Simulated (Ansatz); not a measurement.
## GaH3NSeSi+: where a starting geometry ends

The starting geometry of this gas-phase singlet was optimised with GFN2-xTB.

```xyz
7

Ga   -0.4810   -1.0066   -0.5603
N    -1.2232   -1.1465    1.8056
Se    1.1442   -3.3211    1.2990
Si   -0.3263   -2.5163    2.5655
H    -2.2335   -1.2431    1.8819
H    -1.0080   -0.2599    2.2556
H    -0.9316   -2.6562    3.8862
```

Q: Predict what it relaxes into with BLYP-D3(BJ)/def2-SVP.

A: A new bond forms, giving a structure given below by its coordinates. Contacts that close: Ga1–Se3 (3.38 → 2.72 Å).

The energy falls by 0.48 eV over 23 steps:

| step | E − E(last) (eV) |
| --- | --- |
| 1 | 0.482 |
| 3 | 0.288 |
| 6 | 0.220 |
| 8 | 0.151 |
| 11 | 0.037 |
| 13 | 0.015 |
| 16 | 0.004 |
| 18 | 0.000 |
| 21 | 0.000 |
| 23 | 0.000 |

Final geometry (Å):

```csv
atom,x (Å),y (Å),z (Å)
Ga,0.3999,-1.9177,-1.2508
N,-1.4753,-0.9343,2.3763
Se,1.1426,-2.8293,1.2030
Si,-0.5472,-2.3445,2.4719
H,-2.2755,-0.7639,2.9986
H,-1.2629,-0.1291,1.7788
H,-1.0409,-3.2309,3.5557
```

Frequencies at the end are all real (lowest 40 cm⁻¹). Run with Ansatz 0.2.0, 25 s on 2 threads of Intel(R) Xeon(R) Gold 6455B (Sapphire Rapids), on a shared host.
